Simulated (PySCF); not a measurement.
Job for PySCF: R-HF/STO-3G on AsF2H2In (SMILES [F][In]([F])[AsH2]), a point of a torsion scan.

```python
from pyscf import gto, scf, dft, mp
from pyscf.data.elements import chemcore

mol = gto.M(
    atom='''
    F    -2.34688482   -1.62983785    0.07725666
    In   -0.98691272   -0.15442609    0.05208833
    F    -1.64650083    1.66781738   -0.49560030
    As    1.53008705   -0.41076017    0.65709548
    H     1.79634004   -0.72090014   -0.79550399
    H     1.68558196    1.05165016    0.35592673
    ''',
    basis='sto-3g',
    charge=0, spin=0, verbose=3, max_memory=1800)
mf = scf.RHF(mol)
mf.conv_tol = 1e-8
mf.max_cycle = 100
mf.kernel()
if not mf.converged:
    mf = mf.newton().run(mf.mo_coeff, mf.mo_occ)
```

The log:

```
converged SCF energy = -8089.42734904942
```

The calculation finished and met its thresholds.

Cost: roughly 1.3 core-seconds.
